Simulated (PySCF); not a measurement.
## MoH from Hartree–Fock to correlated methods

State: ⁶Σ⁺ (sextet), unpaired electrons σ ↑, π ↑↑, δ ↑↑. Set-up: basis Mo def2-TZVPPD with ECP28, H def2-TZVPPD; scalar-relativistic core potentials; PySCF 2.14. De refers to Mo (4d5 5s1) + H in their high-spin ground configurations, without counterpoise correction. The functionals are run spin-unrestricted. A positive dipole means Mo(−)H(+).

```tsv
Level	Re (Å)	ωe (cm⁻¹)	De (eV)	μ (D)	CPU s a point (SCF and correlation, without the integrals)
ROHF	1.765	1673	n/a	-3.74	0.26
ROHF-MP2	1.689	1875	n/a	n/a	0.47
ROHF-SCS-MP2	1.700	1848	n/a	n/a	n/a
ROHF-CCSD	1.720	1774	2.35	n/a	n/a
ROHF-CCSD(T)	1.718	1780	2.43	n/a	16
LDA	1.702	1819	2.92	-2.16	0.28
PBE	1.713	1774	2.53	-2.28	0.44
PBEsol	1.707	1798	2.64	-2.24	0.27
PW91	1.712	1780	2.56	-2.27	0.29
TPSS	1.721	1786	2.71	-2.43	0.6
r²SCAN	1.715	1774	2.42	-2.44	0.57
PBE0	1.715	1774	2.38	-2.62	0.88
MN15	1.702	1840	2.70	-2.84	0.82
LC-ωPBE	1.723	1775	2.42	-3.13	0.78
```

**Question.** Which functional lies closest to ROHF-CCSD(T) in De, which farthest, and by how much do they differ from it?

**Answer.** Closest is r²SCAN (-0.3 pm in Re, -0.3 % in ωe, -0.01 eV in De against ROHF-CCSD(T) in the same basis), farthest LDA (-1.6 pm in Re, +2.2 % in ωe, +0.49 eV in De). CCSD(T) converges more slowly with the basis than the functionals do and binds too weakly in this one, so the order can change at the basis-set limit.

**Question.** What does a quarter of exact exchange do here, going from PBE to PBE0?

**Answer.** PBE0 less PBE: +0.2 pm in Re, +0.0 % in ωe, -0.15 eV in De. Exact exchange removes part of the self-interaction that spreads semilocal densities, and in most molecules shortens and stiffens the bond and lowers De; here Re goes the other way.

**Question.** What does the step from GGA to meta-GGA do here, going from PBE to r²SCAN?

**Answer.** r²SCAN less PBE: +0.2 pm in Re, +0.0 % in ωe, -0.11 eV in De. 

Correlated steps freeze no core orbitals. The metal atom is held in its measured ground configuration; semilocal functionals can put another filling of s and d lower by some tenths of an eV, and De to that atom would be smaller. Spin–orbit coupling is left out, which matters for elements this heavy, above all for dissociation energies. The state is the lowest single determinant that the PBE0 search found; with open d or f shells the true ground state can be another one.

The whole job (state search and all levels along the bond) took about 4.5 min on 1 thread of Intel Xeon 6975P-C (shared host), peak memory 1.9 GiB.
